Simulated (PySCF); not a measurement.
One of the candidates below gave these computed data.

All candidates are C2H8N2Si2.

* 1H NMR: chemical shifts (computed TMS as zero) by class: 8.81 (1 H), 8.71 (1 H), 5.81 (1 H), 5.61 (1 H), 5.49 (1 H), 0.77 (1 H), 0.70 (1 H), 0.39 (1 H) ppm [GIAO PBE0/pcSseg-1]
* UV, strongest line: among the 8 lowest singlet transitions: S3 at 5.85 eV (212 nm, f = 0.079) [TDDFT PBE0/def2-SVPD]
* Polarisability: 89.5 au [PBE0/def2-SVPD]
* Rotational structure: rotational constants A, B, C: 6.067, 1.389, 1.313 GHz [GFN2-xTB]
* NMR, other nuclei: isotropic shieldings of nuclei other than C and H, by class: -171 (1 N), 222 (1 N), 364 (1 Si), 371 (1 Si) ppm [GIAO PBE0/pcSseg-1]
* 13C NMR: chemical shifts (computed TMS as zero) by class: 172.0 (1 C), 3.4 (1 C) ppm [GIAO PBE0/pcSseg-1]
* UV, first state: lowest singlet excitation: 3.91 eV (317 nm, f = 0.000) [TDDFT PBE0/def2-SVPD]
* Dipole: 1.61 D [PBE0/def2-SVPD]

Electronic properties: PySCF, gas phase, density fitting. Levels stand in brackets. Isolated species at its GFN2-xTB geometry (one conformer only). NMR classes are plain means over equivalent atoms (diastereotopic ones count apart unless rotation or inversion swaps them), as if these changed places fast.

Task: Which candidate is it?
A. `C=C[SiH]1N[SiH2]N1`
B. `C[SiH2][Si@@H](N)C#N`
C. `C=N[Si@H]1C[SiH2]N1`

Result: C. It is `C=N[Si@H]1C[SiH2]N1`. Numbering: `[CH2:1]=[N:2][Si@H:3]1[CH2:4][SiH2:5][NH:6]1`. Its formula, C2H8N2Si2, gives 2 degrees of unsaturation: 1 ring and 1 π bond in the structure found. 2 carbons fall into 2 classes; from least to most shielded: C=N carbon [C1] (172.0 ppm), ring sp3 carbon bound to silicon [C4] (3.4 ppm). Hydrogen classes from least to most shielded: 1 H on a C=N carbon, C1 (8.81 ppm), 1 H on a C=N carbon, C1 (8.71 ppm), 1 H on an SiH silicon, Si3 (5.81 ppm), 1 H on an SiH2 silicon, Si5 (5.61 ppm), 1 H on an SiH2 silicon, Si5 (5.49 ppm), 1 H on an sp3 carbon bound to silicon, C4 (0.77 ppm), 1 H on an sp3 carbon bound to silicon, C4 (0.70 ppm), 1 H on a nitrogen bridging silicon atoms, N6 (0.39 ppm). The other shieldings belong to: -171 ppm, C=N nitrogen [N2]; 222 ppm, nitrogen bridging silicon atoms [N6]; 364 ppm, SiH silicon [Si3]; 371 ppm, SiH2 silicon [Si5]. S1 is mainly HOMO→LUMO (weight 0.89); the largest Löwdin shares of the orbital it empties are 0.50 on the C=N nitrogen, 0.14 on the C=N carbon, 0.11 on the SiH silicon and 0.06 on an Si–H hydrogen, of the orbital it fills 0.38 on the C=N carbon, 0.28 on the C=N nitrogen, 0.08 on the SiH silicon and 0.05 on a hydrogen on a C=N carbon. The optimised geometry has point group C1 and is an asymmetric top.

The others, at the same levels:
- `C[SiH2][Si@@H](N)C#N` fails: its computed 13C shifts are 125.9 (1 C), -11.1 (1 C) ppm, 1H shifts are 5.43 (1 H), 3.92 (1 H), 3.91 (1 H), 0.49 (3 H), 0.22 (2 H) ppm and lowest singlet excitation is 5.53 eV (224 nm, f = 0.009) (against 3.91 eV).
- `C=C[SiH]1N[SiH2]N1` fails: its computed 13C shifts are 145.5 (1 C), 144.1 (1 C) ppm, 1H shifts are 6.68 (1 H), 6.62 (1 H), 6.44 (1 H), 5.93 (1 H), 5.85 (1 H), 5.83 (1 H), -0.25 (2 H) ppm and lowest singlet excitation is 4.79 eV (259 nm, f = 0.021) (against 3.91 eV).

Each candidate is one conformer, not necessarily the lowest. Dipoles, sizes and rotational constants follow the conformer. The torsions of the flexible species, by atom-mapped SMILES:
- `[CH2:1]=[N:2][Si@H:3]1[CH2:4][SiH2:5][NH:6]1`: C1–N2–Si3–C4 132°
- `[CH3:1][SiH2:2][Si@@H:3]([NH2:4])[C:5]#[N:6]`: C1–Si2–Si3–N4 -63°, H–N4–Si3–Si2 164°, H–N4–Si3–Si2 -53°
- `[CH2:1]=[CH:2][SiH:3]1[NH:4][SiH2:5][NH:6]1`: C1–C2–Si3–N4 20°
